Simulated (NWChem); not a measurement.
System: CH2GeO3; SMILES O=C1[O][GeH2][O]1

```xyz
7

O      0.0000     0.0000     2.5102
C      0.0000     0.0000     1.3186
O      0.0000    -1.1054     0.4896
Ge     0.0000     0.0000    -0.9812
O      0.0000     1.1054     0.4896
H     -1.3162     0.0000    -1.7778
H      1.3162     0.0000    -1.7778
```
Atoms are numbered in this order, from 1.

Level: B3LYP/6-31G* (spherical d) (NWChem), optimised geometry, unscaled harmonic frequencies. B3LYP is NWChem's, with the RPA form of VWN correlation.

List the harmonic frequencies with IR intensities, and the thermochemistry.


```json
[
 {"frequency (cm⁻¹)": "171", "IR intensity (km/mol)": "0.6"},
 {"frequency (cm⁻¹)": "455", "IR intensity (km/mol)": "1.4"},
 {"frequency (cm⁻¹)": "477", "IR intensity (km/mol)": "43.0"},
 {"frequency (cm⁻¹)": "491", "IR intensity (km/mol)": "0.0"},
 {"frequency (cm⁻¹)": "589", "IR intensity (km/mol)": "36.7"},
 {"frequency (cm⁻¹)": "613", "IR intensity (km/mol)": "3.9"},
 {"frequency (cm⁻¹)": "701", "IR intensity (km/mol)": "0.4"},
 {"frequency (cm⁻¹)": "779", "IR intensity (km/mol)": "30.7"},
 {"frequency (cm⁻¹)": "835", "IR intensity (km/mol)": "119.8"},
 {"frequency (cm⁻¹)": "873", "IR intensity (km/mol)": "42.3"},
 {"frequency (cm⁻¹)": "935", "IR intensity (km/mol)": "37.8"},
 {"frequency (cm⁻¹)": "1134", "IR intensity (km/mol)": "270.0"},
 {"frequency (cm⁻¹)": "1940", "IR intensity (km/mol)": "567.3"},
 {"frequency (cm⁻¹)": "2157", "IR intensity (km/mol)": "36.7"},
 {"frequency (cm⁻¹)": "2181", "IR intensity (km/mol)": "94.9"}
]
```

```yaml
zero_point_energy: 20.5 kcal/mol
thermal correction to the enthalpy at 298.15 K (with zero-point energy): 24.1 kcal/mol
heat capacity Cv: 17.2 cal/(mol K)
entropy at 298.15 K and 1 atm (symmetry number 2): 71.9 cal/(mol K)
dipole_moment: 5.74 D
```

Rigid rotor and harmonic oscillator.
